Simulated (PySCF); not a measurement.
Molecule: `C1=CCO[C@@H]1OC`, C5H8O2.

Bonds (- single, = double, # triple, : aromatic): C1-O2, O2-C3, C3-C4, C4=C5, C5-C6, C6-O7, O7-C3. C1 carries H8, H9, H10; C3 carries H11; C4 carries H12; C5 carries H13; C6 carries H14, H15. Stereochemistry as in CO[C@@H]1C=CCO1. H14 is cis to O2 on the ring; H15 is trans to O2 on the ring.

Frames of a GFN2-xTB Langevin trajectory at 300 K; GIAO PBE0/pcSseg-1 shieldings in PySCF, gas phase, non-relativistic; equivalent atoms averaged within each frame.

δ = σ(ref) − σ, references computed at the same level: 13C (186.93 ppm) and 1H (31.72 ppm) against TMS; H2O for 17O (336.08 ppm). The references are static minima.

Task: How do the shifts (ppm) fluctuate along the trajectory?

Result: 
```tsv
time (fs)	C4	C5	C3	C6	C1	O2	O7	H11	H12	H13
250	140.6	133.4	118.8	85.2	59.7	90.0	86.6	6.16	5.99	5.86
425	130.8	140.7	112.2	78.5	51.7	79.9	80.1	5.57	5.48	7.01
625	136.6	144.0	116.7	73.8	53.7	82.2	88.7	6.54	6.80	6.50
800	139.1	146.7	108.2	81.7	60.8	76.0	78.6	5.53	6.64	6.01
1000	131.6	138.0	111.6	78.4	65.9	79.2	81.6	5.31	5.90	6.71
mean of frames	135.7	140.6	113.5	79.5	58.4	81.4	83.1	5.82	6.16	6.42
standard deviation	4.4	5.2	4.2	4.2	5.7	5.3	4.3	0.51	0.55	0.48
```

5 frames give an uncertainty of the mean of about the standard deviation over 2.2 at best, since frames this close in time may not be independent; classical motion lacks zero-point vibration, and the reference would need the same averaging.
